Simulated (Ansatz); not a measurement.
CH6Cl2O2Si2 (`O[Si@H](Cl)C[Si@@H](O)Cl`) at its PBE0-D4/def2-TZVP geometry, where that method's forces vanish. The species carries charge 0 and has multiplicity 1.

```xyz
13

O     0.8644   -0.4555    1.8881
Si    1.4852   -0.7567    0.4118
Cl    1.9985   -2.7414    0.2337
C     0.2547   -0.3569   -0.9392
Si   -0.9448    0.9803   -0.5246
O    -1.6578    0.5016    0.8843
Cl   -2.3865    1.1828   -1.9761
H    -0.0902   -0.3200    1.9285
H     2.7412    0.0067    0.2723
H    -0.3240   -1.2621   -1.1546
H     0.7971   -0.0979   -1.8541
H    -0.3289    2.3182   -0.3806
H    -2.4088    1.0007    1.2105
```

Question: What forces (eV/Å) does r2SCAN-D4/def2-TZVPP give on these atoms in Ansatz? (An estimate is asked.)

Answer: Ansatz gave: 
```
O1  -0.017  0.013  0.056
Si2  0.030  0.050 -0.049
Cl3  0.029 -0.074  0.001
C4   0.010  0.031 -0.003
Si5  0.066  0.037 -0.005
O6   0.002 -0.039  0.046
Cl7 -0.056  0.011 -0.055
H8  -0.005  0.002  0.010
H9  -0.027 -0.006  0.004
H10  0.004  0.006 -0.011
H11 -0.016 -0.021 -0.004
H12  0.006 -0.024  0.000
H13 -0.027  0.014  0.009
```
